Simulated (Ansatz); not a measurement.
All numbers were calculated with Ansatz.

A structure relaxed at PBE0-D4/def2-TZVP, charge 0, multiplicity 1:

Cartesian coordinates in Å:
```
C -2.8256 0.3541 2.8176
C -1.7141 -0.5556 2.3203
C -1.5651 -0.4908 0.8106
S -0.2248 -1.6013 0.2928
S -0.2447 -1.4446 -1.7291
C 0.8253 -0.0183 -2.0605
C 2.2833 -0.2356 -1.7118
C 3.1278 0.9968 -1.9912
H -3.7884 0.0760 2.3809
H -2.6306 1.3971 2.5544
H -2.9237 0.2976 3.9038
H -0.7658 -0.2767 2.7915
H -1.9159 -1.5892 2.6193
H -1.3286 0.5267 0.4899
H -2.4836 -0.8051 0.3104
H 0.6987 0.1569 -3.1350
H 0.4182 0.8546 -1.5431
H 2.3532 -0.5051 -0.6538
H 2.6608 -1.0927 -2.2775
H 3.0878 1.2773 -3.0475
H 2.7811 1.8546 -1.4082
H 4.1749 0.8232 -1.7338
```

(1) Give its formula and SMILES.

(2) Point group (tolerance 0.08 Å, 0.16 Å for H)?

(3) Summarise the bond lengths by kind.

Results:

(1) C6H14S2, `CCCSSCCC`.

(2) C1.

(3) 4 × C–C 1.515 to 1.520 Å; 14 × C–H 1.092 to 1.096 Å; 2 × C–S 1.814 to 1.816 Å; 1 × S–S 2.028 Å.
